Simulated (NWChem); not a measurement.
Correlation energy of diphosphane (H4P2)

```
P
H 1 1.4315
H 1 1.4315 2 92.18
P 1 2.2710 2 93.52 3 93.66
H 4 1.4315 1 93.52 2 87.60
H 4 1.4315 5 92.18 1 -93.66
```
Charge 0, spin multiplicity 1.

Program: NWChem. All single points use one geometry, from B3LYP/def2-SVP, a minimum by its harmonic frequencies. It is one conformer; others weren't searched.

Basis set: def2-TZVP. Each correlation energy counts from its own Hartree-Fock reference.

The correlated methods keep 10 core orbitals frozen. No row is a measurement; the coupled-cluster row has its own basis-set and correlation limits.

```json
[
 {"method": "CR-CCSD[T]", "correlation energy (mHa)": "?"},
 {"method": "MP2", "correlation energy (mHa)": "?"},
 {"method": "CR-CCSD(T)", "correlation energy (mHa)": "?"},
 {"method": "CCSD", "correlation energy (mHa)": "-350.0"},
 {"method": "CCSD(T)", "correlation energy (mHa)": "-364.7"},
 {"method": "SCS-MP2", "correlation energy (mHa)": "-312.7"},
 {"method": "CCSD+T(CCSD)", "correlation energy (mHa)": "?"}
]
```

Q: What belongs in the gaps?

A: 
- CR-CCSD[T], correlation energy (mHa): -361.7
- MP2, correlation energy (mHa): -302.9
- CR-CCSD(T), correlation energy (mHa): -361.4
- CCSD+T(CCSD), correlation energy (mHa): -365.0
